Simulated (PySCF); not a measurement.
## Indium: a sound run and one with changed settings

Sound run: In⁺ [Kr] 4d10 5s2, In²⁺ [Kr] 4d10 5s1. Computed with PySCF 2.14 in cc-pVDZ-PP with ECP28MDF, with a scalar-relativistic core potential. The sound run starts from symmetry-adapted Hartree-Fock orbitals and uses a fine grid where one is needed.

A second run was set up differently.

```json
{"species": "In⁺", "method": "UHF", "sound run (hartree)": "-189.01390", "changed run (hartree)": "-189.01390", "converged": "yes"}
{"species": "In⁺", "method": "PBE", "sound run (hartree)": "-189.90522", "changed run (hartree)": "-190.88315", "converged": "yes"}
{"species": "In⁺", "method": "TPSS", "sound run (hartree)": "-189.82356", "changed run (hartree)": "-190.78650", "converged": "yes"}
{"species": "In²⁺", "method": "UHF", "sound run (hartree)": "-188.38874", "changed run (hartree)": "-188.38874", "converged": "yes"}
{"species": "In²⁺", "method": "PBE", "sound run (hartree)": "-189.20548", "changed run (hartree)": "-190.15097", "converged": "yes"}
{"species": "In²⁺", "method": "TPSS", "sound run (hartree)": "-189.13400", "changed run (hartree)": "-190.05029", "converged": "yes"}
```

Ionisation energy of In⁺:

| method | sound run (eV) | changed run (eV) |
| --- | --- | --- |
| UHF | 17.011 | 17.011 |
| PBE | 19.041 | 19.924 |
| TPSS | 18.764 | 20.033 |

What was changed?
A. a valence shell is frozen
B. level shift left on
C. too few SCF iterations
D. radial grid too coarse

D. It used radial step 0.8 in ln r (0.13 in the sound run). A coarse radial grid mis-integrates the density and the exchange-correlation energy, with errors of either sign; Hartree-Fock needs no grid.
